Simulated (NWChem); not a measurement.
System: CH₃BrOSi, singlet; SMILES CO[Si]Br

Input file for NWChem:

```
start job
memory heap 200 mb stack 900 mb global 1100 mb
geometry units angstroms noautoz
  Si     1.216611    -0.609800    -0.000561
  Br    -0.163305     1.230635     0.000615
  O      0.148480    -1.859886    -0.000060
  C     -1.241084    -2.065990     0.001615
  H     -1.790857    -1.111045    -0.002126
  H     -1.522082    -2.650004    -0.888245
  H     -1.521273    -2.642326     0.896710
end
basis spherical
  * library def2-svp
end
dft
  xc xpbe96 cpbe96
  iterations 150
  vectors input atomic output neutral.movecs
end
task dft energy
charge 1
dft
  odft
  mult 2
  vectors input atomic output cation.movecs
end
task dft energy
```

Low-valent species are run as closed-shell singlets; no triplet was tried in these runs. The geometry was optimised at PBE0/def2-SVP.

Ions are spin-unrestricted doublets at the neutral geometry; other ion states weren't tried.

Q: Give the results of this calculation. (PBE/def2-SVP, vertical spin-unrestricted ions.) Quantities: vertical ionisation energy, ΔSCF (eV); −ε(HOMO) (eV).

A: 
```yaml
vertical ionisation energy, ΔSCF (eV): 9.29
"−ε(HOMO) (eV)": 6.18
```
